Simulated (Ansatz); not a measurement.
Mulliken charges of C$_{3}$H$_{2}$F$_{4}$ (`FCC(F)=C(F)F`) from ωB97M-V/def2-TZVPP in Ansatz (PBE0-D4/def2-TZVP geometry).

```csv
atom,x (Å),y (Å),z (Å),charge (e)
F1,-1.260,1.424,0.037,-0.211
C2,-1.185,0.069,0.194,0.049
C3,0.206,-0.437,0.026,0.093
F4,0.277,-1.768,0.180,-0.189
C5,1.321,0.223,-0.241,0.335
F6,1.409,1.516,-0.416,-0.142
F7,2.488,-0.363,-0.362,-0.152
H8,-1.547,-0.194,1.195,0.109
H9,-1.836,-0.413,-0.545,0.109
```

Problem. By hand: the dipole of these point charges (1 e Å = 4.8032 D).

Solution. Σ q r = (-0.330, -0.155, 0.074) e Å, of length 0.372 e Å = 1.79 D.

Problem. How does the dipole of the full density compare? (Estimate.)

Solution. The calculation gave: (-0.251, -0.147, 0.060) e Å, 1.43 D; the point charges give 1.25 times that, at 5° from its direction.

Point charges leave out the atoms' own dipoles, such as those of lone pairs, and Mulliken's split depends on the basis, so the two needn't agree.
